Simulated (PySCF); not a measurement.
**Frontier orbitals and the lowest excitations**

C3H5B.
Geometry (PBE0-D3(BJ)/def2-SVP, Å), atoms numbered from 1 in this order:
```xyz
9
C3H5B angstrom
B     -1.3117    0.7863    0.0005
C     -0.4134   -0.4944   -0.0878
C      1.0267   -0.3198   -0.1579
C      2.2253   -0.1542   -0.2110
H     -0.8561    1.9013   -0.0736
H     -2.5051    0.6331    0.1262
H     -0.6933   -1.1659    0.7473
H     -0.7853   -1.0424   -0.9794
H      3.2883   -0.0095   -0.2589
```

Computed with TDDFT PBE0/def2-SVPD, vertical, gas phase, core orbitals frozen in the response in PySCF 2.14.0, density-fitted response routines.

Kohn–Sham orbitals with the atoms that hold most of them (Löwdin shares over 4%, at most four atoms; ? is withheld):

```
orbital  ε (eV)                           atoms
 LUMO+2    1.03  C4 31%, C3 28%, C2 12%, H9 11%
 LUMO+1    0.57  B1 40%, C2 14%, C3 10%, C4 10%
   LUMO       ?  B1 58%, C2 14%, H5 10%, H6 10%
   HOMO   -7.57                               ?
 HOMO-1   -7.77                               ?
 HOMO-2   -9.55  B1 42%, H5 25%, H6 18%, C2 10%
 HOMO-3  -10.54  B1 33%, C2 28%, H6 14%, C3 11%
```

Which atoms hold the HOMO-1, and with what shares?

C4 (bonded to C and H) 42%; C3 (bonded to 2 C) 41%; C2 (bonded to B, C and 2 H) 8%; H9 (bonded to C) 4%. By element: carbon 91%, hydrogen 4% or more.

Give the leading atoms of the HOMO.

C4 (bonded to C and H) 41%; C3 (bonded to 2 C) 37%; C2 (bonded to B, C and 2 H) 9%; B1 (bonded to C and 2 H) 6%. By element: carbon 86%, boron 6%.

What is the LUMO energy, and the HOMO–LUMO gap?

ε(LUMO) = -1.60 eV; the gap is 5.97 eV (0.2194 hartree).

How does S1 compare with the orbital gap of 5.97 eV?

S1 is at 4.70 eV (f = 0.0001), 1.27 eV below the gap, made of HOMO→LUMO (98%). 

One configuration dominates each of S1, S2 and S3. Which, and how do the shares of the two leading atoms of either orbital change from the occupied to the empty one?

- S1 (4.70 eV, f 0.0001), HOMO→LUMO (98%): C4 41% → at most 8%, C3 37% → at most 8%, B1 6% → 58%, C2 9% → 14%
- S2 (5.09 eV, f 0.011), HOMO-1→LUMO (100%): C4 42% → at most 8%, C3 41% → at most 8%, B1 at most 4% → 58%, C2 8% → 14%
- S3 (5.93 eV, f 0.0000), HOMO-2→LUMO (99%): B1 42% → 58%, H5 25% → 10%, C2 10% → 14%

One conformer stands for the species.
